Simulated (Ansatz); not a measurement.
Stepwise reaction of `[SH][InH][SH]` with hydrogen, as a gas-phase model of exchange steps in deposition or etching. ΔE in kJ/mol; ΔG adds harmonic PBE0-D4 terms to CCSD(T)/CBS, at 1 bar.

Calculated with Ansatz (gas phase, PBE0-D4/def2-TZVP geometries, no zero-point term in ΔE). CBS: MP2 limit from def2 TZ/QZ plus the TZ coupled-cluster correction, frozen cores. This one scheme is used for every species. Functionals use def2-TZVPP. B3LYP here is the variant with VWN-RPA as its local correlation; programs differ in this. Elements past krypton have def2 core potentials. For In outer-core shells are correlated without core-valence functions, which leaves a few kJ/mol of doubt a bond. Each species was taken in one conformer, which may not be the lowest.

```csv
step,reaction,PBE-D4,B3LYP-D4,ωB97M-V,CCSD(T)/CBS,ΔG(500 K)
1,`[SH][InH][SH]` + H₂ → `[SH][InH2]` + H₂S,75.8,73.0,70.0,78.3,67.0
```

(1) Give the row of step 2, `[SH][InH2]` + H₂ → `[InH3]` + H₂S. (Best estimate.)

(2) By hand: ΔE of the 2 steps together at CCSD(T)/CBS.

## Answers

(1) Ansatz gave: 
| step | reaction | PBE-D4 | B3LYP-D4 | ωB97M-V | CCSD(T)/CBS | ΔG(500 K) |
| --- | --- | --- | --- | --- | --- | --- |
| 2 | `[SH][InH2]` + H₂ → `[InH3]` + H₂S | 88.2 | 83.9 | 80.5 | 89.5 | 83.6 |

(2) (78.3) + (89.5) = 167.8 kJ/mol, or 83.9 kJ/mol a step.

In ΔE each step is higher than the one before. All are uphill at CCSD(T)/CBS. ΔG lies between 67.0 and 83.6 kJ/mol a step. PBE-D4 differs from CCSD(T)/CBS by -2.5 to -1.3 kJ/mol a step. Isolated molecules leave out the surface, adducts and barriers. Largest T1 diagnostic: 0.014.
